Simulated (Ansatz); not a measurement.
Calculated with Ansatz (gas phase, PBE0-D4/def2-TZVP geometries, no zero-point term in ΔE). CCSD(T)/CBS adds triple-zeta CCSD(T) − MP2 to the extrapolated MP2 energy (def2 sets, frozen cores). This one scheme is used for every species. Functionals use def2-TZVPP. B3LYP here is the variant with VWN-RPA as its local correlation; programs differ in this. For Br outer-core shells are correlated without core-valence functions, which leaves a few kJ/mol of doubt a bond. Scalar relativity is left out up to krypton. Each species was taken in one conformer, which may not be the lowest.

Reaction (formal exchange of groups at the Si–Br bond): `N[SiH](Br)CO` + `N=CO` → `N[SiH2]CO` + `N=C(O)Br`

```tsv
level	ΔE (kcal/mol)	difference from CCSD(T)/CBS
PBE-D4	43.2	-3.6
r2SCAN-D4	45.2	-1.6
PBE0-D4	45.4	-1.4
B3LYP-D4	45.0	-1.8
ωB97X-V	45.3	-1.5
ωB97M-V	46.1	-0.7
B2PLYP	45.1	-1.7
PBE	42.8	-4.0
r2SCAN	45.1	-1.7
PBE0	45.0	-1.8
B3LYP	44.3	-2.5
HF/def2-TZVPP	49.5	2.7
MP2/def2-TZVPP	45.8	-1.0
SCS-MP2/def2-TZVPP	45.1	-1.7
CCSD/def2-TZVPP	45.8	-1.0
CCSD(T)/def2-TZVPP	45.0	-1.8
HF/def2-QZVPP	49.5	2.7
MP2/def2-QZVPP	46.8	0.0
SCS-MP2/def2-QZVPP	46.1	-0.7
HF/CBS(def2)	49.4	2.6
MP2/CBS(def2)	47.5	0.7
CCSD/CBS(def2)	47.6	0.8
CCSD(T)/CBS	46.8	0
```

Largest T1 diagnostic among the species: 0.014.

In def2-TZVPP, CCSD(T) changes the Hartree–Fock value by −4.5 kcal/mol (the triples alone add −0.8 kcal/mol) and MP2 by −3.7 kcal/mol. From PBE to PBE0 (25 % exact exchange), in def2-TZVPP and without D4, ΔE moves by +2.2 kcal/mol.
